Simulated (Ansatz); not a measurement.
Geometry optimisation, Ansatz 0.2.0, RKS B3LYP-D4/def2-SVP.

Input file:

```yaml
crystal:
  periodic: [false, false, false]
  atoms:
    - { symbol: B, position_ang: [-0.2514, 1.0036, -1.5116] }
    - { symbol: B, position_ang: [-0.4263, -0.5576, -1.1269] }
    - { symbol: Al, position_ang: [0.0157, -1.1839, 0.7686] }
    - { symbol: "N", position_ang: [0.6995, 0.097, 2.0825] }
    - { symbol: H, position_ang: [-0.5679, 1.3997, -2.6334] }
    - { symbol: H, position_ang: [0.0567, 1.8506, -0.7184] }
    - { symbol: H, position_ang: [-0.7528, -1.3359, -1.9306] }
    - { symbol: H, position_ang: [-0.0304, -2.7133, 1.1613] }
    - { symbol: H, position_ang: [-0.1252, 0.8216, 2.2009] }
    - { symbol: H, position_ang: [1.4652, 0.5672, 1.7105] }
basis:
  gaussian: { orbitals: def2-SVP }
hamiltonian:
  xc: b3lyp
  dispersion: d4
relax:
  f_tol: 0.015
  max_steps: 40
```

Command:

```bash
$ ansatz run input.yaml --threads 1 --pin off --max-ram 2048MiB --backend cpu --events-out ev --progress --plain --runs-dir out
```

Problem. Where does it end, and by what steps?

Solution. The run converged. After 35 steps the energy has fallen by 2.397 eV; H5 moved furthest, 2.01 Å. Joined: B1–Al3.

```json
{"step": "0", "energy less start (eV)": "0.0000", "largest force component (eV/Å)": "4.757", "accepted": "yes"}
{"step": "2", "energy less start (eV)": "-0.8316", "largest force component (eV/Å)": "0.685", "accepted": "yes"}
{"step": "4", "energy less start (eV)": "-1.3103", "largest force component (eV/Å)": "0.891", "accepted": "yes"}
{"step": "6", "energy less start (eV)": "-1.7664", "largest force component (eV/Å)": "1.779", "accepted": "yes"}
{"step": "8", "energy less start (eV)": "-2.0622", "largest force component (eV/Å)": "0.840", "accepted": "yes"}
{"step": "10", "energy less start (eV)": "-2.2441", "largest force component (eV/Å)": "0.268", "accepted": "yes"}
{"step": "12", "energy less start (eV)": "-2.3074", "largest force component (eV/Å)": "0.365", "accepted": "yes"}
{"step": "14", "energy less start (eV)": "-2.3293", "largest force component (eV/Å)": "0.157", "accepted": "yes"}
{"step": "16", "energy less start (eV)": "-2.3532", "largest force component (eV/Å)": "0.183", "accepted": "yes"}
{"step": "18", "energy less start (eV)": "-2.3624", "largest force component (eV/Å)": "0.113", "accepted": "yes"}
{"step": "20", "energy less start (eV)": "-2.3691", "largest force component (eV/Å)": "0.071", "accepted": "yes"}
{"step": "22", "energy less start (eV)": "-2.3713", "largest force component (eV/Å)": "0.066", "accepted": "yes"}
{"step": "24", "energy less start (eV)": "-2.3734", "largest force component (eV/Å)": "0.069", "accepted": "yes"}
{"step": "26", "energy less start (eV)": "-2.3792", "largest force component (eV/Å)": "0.389", "accepted": "yes"}
{"step": "28", "energy less start (eV)": "-2.3927", "largest force component (eV/Å)": "0.118", "accepted": "yes"}
{"step": "30", "energy less start (eV)": "-2.3950", "largest force component (eV/Å)": "0.062", "accepted": "yes"}
{"step": "32", "energy less start (eV)": "-2.3963", "largest force component (eV/Å)": "0.026", "accepted": "yes"}
{"step": "34", "energy less start (eV)": "-2.3965", "largest force component (eV/Å)": "0.020", "accepted": "yes"}
{"step": "35", "energy less start (eV)": "-2.3967", "largest force component (eV/Å)": "0.014", "accepted": "yes"}
```

```xyz
10
Properties=species:S:1:pos:R:3
B -0.621 0.742 -1.363
B 0.233 -0.471 -1.760
Al -0.281 -0.575 0.516
N 0.801 0.151 1.723
H -1.830 0.631 -1.272
H -0.102 1.761 -0.958
H 0.887 -1.398 -2.137
H -1.271 -1.714 0.997
H 1.446 0.916 1.547
H 0.821 -0.095 2.709
```

Whether the end is a true minimum wasn't checked by a vibrational analysis.

Run time: 110 s on 1 thread of Intel(R) Xeon(R) 6975P-C (Granite Rapids), with other jobs on the host, peak memory 0.19 GiB.
